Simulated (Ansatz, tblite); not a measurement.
Isomers of As₆⁺ (doublet), found by a short tight-binding search and relaxed with PBE-D4/def2-SVP in Ansatz.

The xTB rows come from tblite.

Run but left out: HF/def2-SVP, MP2/def2-SVP (B: ⟨S²⟩ 1.32, where a pure state has 0.75); HF/def2-SVP, MP2/def2-SVP (C: ⟨S²⟩ 1.83, where a pure state has 0.75).

Other spin states weren't relaxed.

A:

Cartesian coordinates in Å:
```
As 2.330 -0.580 0.000
As -1.606 0.468 -0.870
As 0.274 -1.530 -0.833
As -0.690 1.371 1.251
As -1.294 -1.057 1.062
As 0.986 1.328 -0.610
```

B:

```xyz
6

As   -0.382   -1.882    1.179
As    0.554   -1.973   -0.937
As    1.036    1.609    0.385
As   -0.774    0.470    1.695
As    0.737    0.322   -1.746
As   -1.170    1.454   -0.576
```

C:

```xyz
6

As   -1.882   -0.431   -2.009
As    1.436    0.875    2.649
As   -0.693   -1.199   -0.036
As    1.262    0.511    0.252
As   -0.372   -2.159   -2.246
As    0.250    2.402    1.390
```

Estimate their order by electronic energy at PBE0-D4/def2-SVP, counted from the lowest.

A (0.0) < B (2.7) < C (19.3), in kcal/mol.

Do the other levels pick the same lowest one?

Not GFN2-xTB, BLYP-D4/def2-SVP. Energies above each level's lowest (kcal/mol):

```tsv
level	A	B	C
GFN1-xTB	0.0	0.4	21.6
GFN2-xTB	10.8	0.0	6.5
PBE-D4/def2-SVP	0.0	1.1	17.6
BLYP-D4/def2-SVP	2.8	0.0	15.3
r2SCAN-D4/def2-SVP	0.0	0.6	15.8
PBE0-D4/def2-SVP	0.0	2.7	19.3
```
Point groups (tolerance 0.1 Å): A Cs, B C2v, C C2. Lower isomers may exist.
